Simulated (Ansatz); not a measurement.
System: C5H12O, charge 0, multiplicity 1. 
Geometry from a B3LYP-D3(BJ)/def2-TZVP (Ansatz, a program for electronic structure) optimisation:
SMILES: CCC(O)CC
```xyz
18

C      2.5438    -0.0219    -0.3328
C      1.2136     0.7222    -0.3823
C      0.0052    -0.1732    -0.1172
C     -1.3175     0.5739    -0.2744
C     -2.5429    -0.3200    -0.1161
O      0.0968    -0.8038     1.1652
H      2.5860    -0.7948    -1.1039
H      2.6805    -0.5108     0.6318
H      3.3824     0.6574    -0.4950
H      1.0867     1.1967    -1.3600
H      1.2105     1.5358     0.3538
H      0.0242    -1.0106    -0.8224
H     -1.3469     1.3859     0.4628
H     -1.3302     1.0550    -1.2570
H     -2.5393    -0.8167     0.8542
H     -3.4657     0.2560    -0.2032
H     -2.5598    -1.0964    -0.8846
H      0.0850    -0.1129     1.8386
```
Charge 0, spin multiplicity 1.

Quantity: atomisation energy (electronic, to ground-state atoms), in kcal/mol. Cores are frozen in the correlated levels unless marked. UHF or UKS for open shells. No spin-orbit coupling. No relativistic terms. The coupled-cluster limit lacks core correlation, which all-electron functionals hold. Basis-set limits of correlation are two-point, X^-3; Hartree-Fock from the larger set.

| level | program | atomisation energy (kcal/mol) |
|---|---|---|
| HF/aug-cc-pVDZ | Ansatz | 1253.6 |
| HF/cc-pVDZ | Ansatz | 1250.7 |
| HF/cc-pVTZ | Ansatz | 1268.6 |
| PBE-D3(BJ)/def2-TZVPD | Ansatz + dftd3 | 1725.1 |
| r2SCAN-D4/def2-TZVPD | Ansatz + dftd4 | 1696.1 |
| PBE0/STO-3G | Ansatz | 2005.1 |
| BHLYP-D3(BJ)/def2-TZVPD | Ansatz + dftd3 | 1655.2 |
| r2SCANh-D4/def2-TZVPD | Ansatz + dftd4 | 1689.2 |
| B2PLYP-D4/def2-TZVPD | Ansatz + dftd4 | 1677.8 |
| MP2/6-31G* | Ansatz | 1567.4 |
| MP2/cc-pVDZ | Ansatz | 1597.4 |
| MP2/cc-pVTZ | Ansatz | 1676.5 |
| RI-MP2/CBS(cc-pVTZ,cc-pVQZ) | Ansatz | 1714.0 |
| SCS-MP2/6-31G* | Ansatz | 1555.7 |
| SCS-MP2/cc-pVQZ | Ansatz | 1696.9 |
| CCSD(T)/STO-3G | Ansatz | 1736.0 |
| CCSD(T)/6-31G* | Ansatz | 1553.0 |
| CCSD(T)/aug-cc-pVDZ | Ansatz | 1597.9 |
| CCSD(T)/cc-pVDZ | Ansatz | 1583.1 |
| CCSD(T)/aug-cc-pVTZ | Ansatz | 1667.3 |
| CCSD(T)/CBS(cc-pVTZ,cc-pVQZ) | Ansatz | 1695.1 |
